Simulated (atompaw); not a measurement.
**gallium (Ga) PAW (atompaw): all-electron and pseudo phase curves**

gallium (Ga), PAW, made with atompaw 4.2.0.5 (PBE, scalar-relativistic). Core [Ne], reference 3s2 3p6 3d10 4s2 4p1. Waves: 3s (bound): rc 0.85 bohr; 4s (bound): rc 1.10 bohr; 3p (bound): rc 1.15 bohr; 4p (bound): rc 1.40 bohr; 3d (bound): rc 1.40 bohr; 3d channel at -0.55 Ry: rc 1.40 bohr. Local part: bessel scheme, radius 1.15 bohr. Core correction: smooth core density matched at 1.25 bohr. Augmentation charge: gaussian compensation charge, radius 1.05 bohr; PAW radius 1.40 bohr; waves and projectors: custom polynom vanderbiltortho.

The phase is arctan(r·u′/u) with u = r·R(r), unwrapped; energies in Ry, scanned from -13 to 5 Ry. A pole is an energy at which the radial function vanishes at the test radius. The pseudo phase is shifted by a multiple of π to meet the all-electron one at the reference energy, and phase errors are pseudo minus all-electron; the curves can meet again beyond the range given. Levels narrower than the energy grid can be missing from the lists of poles.

Q: For each channel, where are the poles, and over which energies does the pseudopotential scatter like the atom?

A:

```tsv
channel	radius (bohr)	reference energy (Ry)	poles, all-electron	poles, pseudo	unbroken range about the reference energy with phases within 0.05 rad	phase error 1 Ry above the reference energy (rad)
s	1.41	-0.66	-10.58	-10.58	the whole range	+0.000
p	1.41	-0.19	-6.81	-6.81	the whole range	+0.000
d	1.41	-1.41	-0.53	-0.53	the whole range	+0.000
```

Phases in the p channel:

```json
{"E (Ry)": "-13.00", "all-electron": "1.344", "pseudo": "1.344"}
{"E (Ry)": "-12.52", "all-electron": "1.336", "pseudo": "1.337"}
{"E (Ry)": "-12.04", "all-electron": "1.328", "pseudo": "1.329"}
{"E (Ry)": "-11.56", "all-electron": "1.319", "pseudo": "1.319"}
{"E (Ry)": "-11.08", "all-electron": "1.307", "pseudo": "1.308"}
{"E (Ry)": "-10.60", "all-electron": "1.294", "pseudo": "1.294"}
{"E (Ry)": "-10.12", "all-electron": "1.276", "pseudo": "1.276"}
{"E (Ry)": "-9.64", "all-electron": "1.251", "pseudo": "1.252"}
{"E (Ry)": "-9.16", "all-electron": "1.214", "pseudo": "1.215"}
{"E (Ry)": "-8.68", "all-electron": "1.149", "pseudo": "1.151"}
{"E (Ry)": "-8.20", "all-electron": "0.993", "pseudo": "0.994"}
{"E (Ry)": "-7.72", "all-electron": "0.214", "pseudo": "0.217"}
{"E (Ry)": "-7.24", "all-electron": "-1.312", "pseudo": "-1.312"}
{"E (Ry)": "-6.76", "all-electron": "-1.585", "pseudo": "-1.585"}
{"E (Ry)": "-6.28", "all-electron": "-1.677", "pseudo": "-1.677"}
{"E (Ry)": "-5.80", "all-electron": "-1.726", "pseudo": "-1.726"}
{"E (Ry)": "-5.32", "all-electron": "-1.760", "pseudo": "-1.759"}
{"E (Ry)": "-4.84", "all-electron": "-1.786", "pseudo": "-1.785"}
{"E (Ry)": "-4.36", "all-electron": "-1.808", "pseudo": "-1.808"}
{"E (Ry)": "-3.88", "all-electron": "-1.830", "pseudo": "-1.829"}
{"E (Ry)": "-3.40", "all-electron": "-1.851", "pseudo": "-1.850"}
{"E (Ry)": "-2.92", "all-electron": "-1.872", "pseudo": "-1.872"}
{"E (Ry)": "-2.44", "all-electron": "-1.895", "pseudo": "-1.895"}
{"E (Ry)": "-1.96", "all-electron": "-1.921", "pseudo": "-1.921"}
{"E (Ry)": "-1.48", "all-electron": "-1.949", "pseudo": "-1.949"}
{"E (Ry)": "-1.00", "all-electron": "-1.982", "pseudo": "-1.982"}
{"E (Ry)": "-0.52", "all-electron": "-2.020", "pseudo": "-2.020"}
{"E (Ry)": "-0.04", "all-electron": "-2.066", "pseudo": "-2.066"}
{"E (Ry)": "0.44", "all-electron": "-2.123", "pseudo": "-2.123"}
{"E (Ry)": "0.92", "all-electron": "-2.194", "pseudo": "-2.193"}
{"E (Ry)": "1.40", "all-electron": "-2.285", "pseudo": "-2.284"}
{"E (Ry)": "1.88", "all-electron": "-2.406", "pseudo": "-2.403"}
{"E (Ry)": "2.36", "all-electron": "-2.567", "pseudo": "-2.562"}
{"E (Ry)": "2.84", "all-electron": "-2.782", "pseudo": "-2.773"}
{"E (Ry)": "3.32", "all-electron": "-3.052", "pseudo": "-3.036"}
{"E (Ry)": "3.80", "all-electron": "-3.351", "pseudo": "-3.330"}
{"E (Ry)": "4.28", "all-electron": "-3.634", "pseudo": "-3.609"}
{"E (Ry)": "4.76", "all-electron": "-3.865", "pseudo": "-3.840"}
```
